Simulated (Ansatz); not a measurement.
`C[BH][AlH][SiH2]C` → `C[BH][AlH2]` + `C[SiH]`  (silylene formation by 1,1-elimination)

Gas-phase electronic energies from Ansatz, PBE0-D4/def2-TZVP geometries. CCSD(T)/CBS adds triple-zeta CCSD(T) − MP2 to the extrapolated MP2 energy (def2 sets, frozen cores). This one scheme is used for every species. Functionals use def2-TZVPP. B3LYP here is the variant with VWN-RPA as its local correlation; programs differ in this. Each species was taken in one conformer, which may not be the lowest.

| level | ΔE (eV) | difference from CCSD(T)/CBS |
| --- | --- | --- |
| PBE-D4 | 2.60 | 0.13 |
| r2SCAN-D4 | 2.69 | 0.22 |
| PBE0-D4 | 2.66 | 0.19 |
| B3LYP-D4 | 2.41 | -0.06 |
| ωB97X-V | 2.55 | 0.08 |
| ωB97M-V | 2.35 | -0.12 |
| B2PLYP | 2.38 | -0.09 |
| PBE | 2.52 | 0.05 |
| r2SCAN | 2.66 | 0.19 |
| PBE0 | 2.59 | 0.12 |
| B3LYP | 2.28 | -0.19 |
| HF/def2-TZVPP | 2.20 | -0.27 |
| MP2/def2-TZVPP | 2.54 | 0.07 |
| SCS-MP2/def2-TZVPP | 2.42 | -0.05 |
| CCSD/def2-TZVPP | 2.37 | -0.10 |
| CCSD(T)/def2-TZVPP | 2.42 | -0.05 |
| HF/def2-QZVPP | 2.19 | -0.28 |
| MP2/def2-QZVPP | 2.56 | 0.09 |
| SCS-MP2/def2-QZVPP | 2.44 | -0.03 |
| HF/CBS(def2) | 2.19 | -0.28 |
| MP2/CBS(def2) | 2.58 | 0.11 |
| CCSD/CBS(def2) | 2.42 | -0.05 |
| CCSD(T)/CBS | 2.47 | 0 |

Largest T1 diagnostic among the species: 0.012.

The D4 term adds +0.12 eV with B3LYP and +0.07 eV with PBE0; it sums over pairs of atoms, weighted by their polarisabilities, and B3LYP, whose exchange is more repulsive, gets the larger term. In def2-TZVPP, CCSD(T) changes the Hartree–Fock value by +0.22 eV (the triples alone add +0.05 eV) and MP2 by +0.34 eV.
